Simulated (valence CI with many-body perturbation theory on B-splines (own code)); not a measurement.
The numbers below are computed, except where a source is named.
From CI to CI+MBPT in Rh XIV

Method: configuration interaction combined with many-body perturbation theory (CI+MBPT): four valence electrons over a frozen Dirac-Fock core [Ar] 3d10, a basis of 11 s, 11 p, 9 d, 7 f, 5 g, 2 h, 1 i functions for each j, with the one-electron correlation potential Σ1 (screened to all orders), the two-electron term Σ2, the three-electron term Σ3, Breit, model QED; selected single and double excitations, second order for the rest (own B-spline code, finite nucleus).

No measured spectrum was set against this ion. As an estimate, levels hold to about 250 cm⁻¹ or 0.2 % of their energy and the worst to 1 %, as in measured heavy ions of charge 2 to 7; those with d or f electrons hold less well.

Each rung adds one term. CI alone is the Dirac-Coulomb CI over the frozen core; QED comes last and gives the full result, which names the levels. Energies are above 4s2 4p2 3P_0 on the same rung, in cm⁻¹.

Names give the largest LS component (configuration and term), which can be under half, so a name can repeat, a term be missing and a line seem to break the LS rules; names also repeat where a configuration has a term twice.

```csv
Level,CI alone,+ Σ1,+ Σ2,+ Σ3,+ Breit,Full
4s2 4p2 3P_1,30774,31258,31578,31615,31015,31099
4s2 4p2 3P_2,43284,43828,43977,43987,43305,43394
4s2 4p2 1D_2,85306,86340,86592,86598,85348,85510
4s2 4p2 1S_0,120751,121832,121409,121283,120088,120233
4s 4p3 5S°_2,259952,261174,264620,264821,264463,263631
4s 4p3 3D°_1,318136,319395,320522,320605,320302,319498
4s 4p3 3D°_2,321310,322691,324268,324369,323875,323092
4s 4p3 3D°_3,333652,335219,336930,337045,336268,335514
4s 4p3 3P°_0,364318,365937,366573,366580,365903,365137
4s 4p3 3P°_1,369139,370842,371353,371376,370572,369825
4s 4p3 3P°_2,373992,375736,376194,376245,375342,374631
4s 4p3 1D°_2,414313,416242,415497,415562,414346,413735
4s 4p3 3S°_1,427187,428807,421996,421904,421394,420570
4s 4p3 1P°_1,473920,476099,470407,470308,469097,468395
4s2 4p 4d 3F°_2,480646,482134,482021,482148,480908,480885
4s2 4p 4d 3F°_3,497921,499625,499728,499864,498253,498292
4s2 4p 4d 3P°_2,526135,527823,523651,523658,522275,522209
4s2 4p 4d 3F°_4,525784,527898,528466,528621,526446,526550
4s2 4p 4d 3D°_1,537278,538927,534172,534137,532895,532856
4s2 4p 4d 1D°_2,556506,558591,554464,554473,552653,552640
4s2 4p 4d 3P°_0,563112,565199,561865,561889,560094,560136
4s2 4p 4d 3P°_1,568315,570435,566399,566402,564549,564585
4s2 4p 4d 3D°_3,571025,573125,568294,568271,566364,566404
4s2 4p 4d 3D°_2,573959,576151,571710,571703,569717,569754
4s2 4p 4d 1F°_3,611449,613680,608227,608066,606080,606165
4s2 4p 4d 1P°_1,619567,621851,616913,616676,614715,614765
4p4 3P_2,643687,645868,645152,645289,645012,643404
4p4 3P_0,673069,675470,674097,674180,673723,672134
4p4 3P_1,680747,683420,683249,683406,682500,680998
4p4 1D_2,688492,691187,691353,691490,690547,689045
4s 4p2 4d 5F_1,704263,706361,709709,709999,709144,708213
```

(1) How does the ionisation energy move along the ladder, and which term matters most?

Results:

(1) CI alone 306.28, + Σ1 307.44, + Σ2 307.33, + Σ3 307.26, + Breit 307.06, + QED 307.08 eV. The largest step is Σ1, 1.16 eV. NIST lists 306 ± 3 eV (theoretical).
